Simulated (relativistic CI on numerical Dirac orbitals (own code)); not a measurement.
**Zn³⁺ (3d9) in a crystal field**

Calculated by Dirac-Coulomb-Breit CI, separate exchange-only KLI orbitals for each configuration, a model potential for QED, valence Slater integrals scaled by 0.8, one configuration in a parametric crystal field (own radial code).

Field parameters in Wybourne normalisation: D3d B²₀ = −7Dσ, B⁴₀ = −14Dq − 21Dτ, B⁴₃ = −14√(10/7) Dq. The field is a parameter set, without covalency.

S is read from ⟨S²⟩ = S(S + 1).

Powder χT (cm³ K mol⁻¹) by Van Vleck's formula, with temperature-independent terms:

```csv
Field,2 K,5 K,10 K,20 K,50 K,100 K,200 K,300 K
"D3d, 10Dq = 19600, Dσ = -1200, Dτ = 180 cm⁻¹",0.231,0.236,0.244,0.261,0.31,0.382,0.457,0.483
"D3d, 10Dq = 19600, Dσ = 1200, Dτ = 180 cm⁻¹",0.221,0.228,0.239,0.261,0.327,0.407,0.465,0.481
"D3d, 10Dq = 19600, Dσ = 980, Dτ = 180 cm⁻¹",0.206,0.215,0.23,0.26,0.344,0.423,0.466,0.478
"D3d, 10Dq = 19600, Dσ = 760, Dτ = 180 cm⁻¹",0.194,0.207,0.23,0.276,0.381,0.442,0.467,0.475
"D3d, 10Dq = 19600, Dσ = 550, Dτ = 180 cm⁻¹",0.188,0.215,0.26,0.338,0.43,0.457,0.468,0.474
"D3d, 10Dq = 19600, Dσ = 330, Dτ = 180 cm⁻¹",0.449,0.456,0.458,0.458,0.46,0.462,0.468,0.473
"D3d, 10Dq = 19600, Dσ = 110, Dτ = 180 cm⁻¹",0.184,0.213,0.262,0.342,0.431,0.456,0.467,0.473
"D3d, 10Dq = 19600, Dσ = -110, Dτ = 180 cm⁻¹",0.185,0.2,0.225,0.274,0.382,0.441,0.465,0.473
```

Question: For D3d, 10Dq = 19600, Dσ = 330, Dτ = 180 cm⁻¹: what effective moment follows at 300 K?

Answer: μ_eff = √(8χT) = 1.94 μB. The ground level has S = 0.50; the spin-only moment for S = 1/2 is 1.73 μB. The difference comes from the orbital moment, spin-orbit mixing of terms and temperature-independent paramagnetism, all larger in this ionic model than in covalent complexes.
